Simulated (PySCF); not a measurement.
# InTe: a base run and its variants

Base input, run as `OMP_NUM_THREADS=1 python input.py` with PySCF 2.14:

```python
from pyscf import gto, scf
from pyscf.hessian import thermo

mol = gto.M(
    atom='In 0 0 0; Te 0 0 2.845',
    basis='def2-svp',
    ecp={'In': 'def2-svp', 'Te': 'def2-svp'},
    charge=0,
    spin=1,
    verbose=4,
)
mf = scf.UHF(mol)
mf.kernel()
hess = mf.Hessian().kernel()
print('wavenumber (cm^-1) =', thermo.harmonic_analysis(mol, hess)['freq_wavenumber'].round(1))
mf.dip_moment()
print('orbital energies (hartree):', [e[max(0, n-3):n+3].round(4) for e, n in zip(mf.mo_energy, mol.nelec)])
```

Base result: E(SCF) = -456.242760 Eh, ⟨S²⟩ = 0.795, μz(SCF) = -5.25 D, wavenumbers 119 cm⁻¹. The bond length is a typed value, not an optimised one, so the wavenumber is not that of the minimum. No search for the lowest solution was made.

It ran on Arm Neoverse V2 (1 thread, shared host) in 16 s, peak memory 0.12 GiB.

Each row names what differs from the base; energies in brackets are changes from the base.

```tsv
change	result	wall time (s)
geometry: bond 2.845 → bond 2.93 [not at a minimum]	E(SCF) = -456.239773 Eh (+0.0813 eV), ⟨S²⟩ = 0.793, μz(SCF) = -5.66 D, wavenumbers 99 cm⁻¹	16
electric field along z (a.u.): none → 0.001; step after the SCF: frequency → analyze	E(SCF) = -456.240761 Eh (+0.0544 eV), ⟨S²⟩ = 0.795, μz(SCF) = -4.92 D	0.94
density fitting: none → cc-pvdz-jkfit	stops with BasisNotFoundError (Basis set not found for Te in cc-pvdz-jkfit)	0.68
charge: 0 → 1; spin (2S): 1 → 2 [another spin of the ion may lie lower] [not at a minimum] [a high spin state]	E(SCF) = -456.005585 Eh (+6.4539 eV), 14 cycles, ⟨S²⟩ = 2.055, wavenumbers 116 cm⁻¹	16
geometry: bond 2.845 → bond 5.69	not converged: SCF after 50 cycles	12
functional: none (Hartree–Fock) → wb97; SCF type: UHF → UKS; step after the SCF: frequency → analyze	E(SCF) = -458.230851 Eh, 15 cycles, ⟨S²⟩ = 0.760, μz(SCF) = -4.61 D	7.2
convergence threshold: default → 1e-07 [not at a minimum]	E(SCF) = -456.242760 Eh (+0.0000 eV), 15 cycles, ⟨S²⟩ = 0.795, μz(SCF) = -5.25 D, wavenumbers 119 cm⁻¹	16
functional: none (Hartree–Fock) → camb3lyp; SCF type: UHF → UKS; step after the SCF: frequency → analyze	E(SCF) = -458.141012 Eh, 15 cycles, ⟨S²⟩ = 0.761, μz(SCF) = -4.47 D	7.5
step after the SCF: frequency → mp2; frozen orbitals: default → 8	E(SCF) = -456.242760 Eh (+0.0000 eV), E(MP2) − E(SCF) = -0.16245 Eh, ⟨S²⟩ = 0.795, μz(SCF) = -5.25 D	1.1
density fitting: none → auto [not at a minimum]	E(SCF) = -456.242751 Eh (+0.0002 eV), ⟨S²⟩ = 0.795, μz(SCF) = -5.25 D, wavenumbers 119 cm⁻¹	12
functional: none (Hartree–Fock) → 0.5*hf+0.5*b88,lyp; SCF type: UHF → UKS; step after the SCF: frequency → analyze	E(SCF) = -458.039120 Eh, 14 cycles, ⟨S²⟩ = 0.762, μz(SCF) = -4.62 D	4.1
geometry: bond 2.845 → bond 4.268 [not at a minimum]	E(SCF) = -456.176410 Eh (+1.8055 eV), ⟨S²⟩ = 0.761, μz(SCF) = -13.98 D	14
level shift (hartree): none → 5 [unsound on purpose]	not converged: SCF after 50 cycles	17
spin (2S): 1 → 103 [unsound on purpose]	stops with AssertionError	0.47
step after the SCF: frequency → mp2; frozen orbitals: default → 0	E(SCF) = -456.242760 Eh (+0.0000 eV), E(MP2) − E(SCF) = -0.19208 Eh, ⟨S²⟩ = 0.795, μz(SCF) = -5.25 D	1.2
```

Question: Order these changes by how far they move the SCF energy from the base, largest first: (1) density fitting: none → auto; (2) electric field along z (a.u.): none → 0.001; step after the SCF: frequency → analyze; (3) geometry: bond 2.845 → bond 2.93; (4) geometry: bond 2.845 → bond 4.268.

Answer: (4) +1.8055 eV, (3) +0.0813 eV, (2) +0.0544 eV, (1) +0.0002 eV.
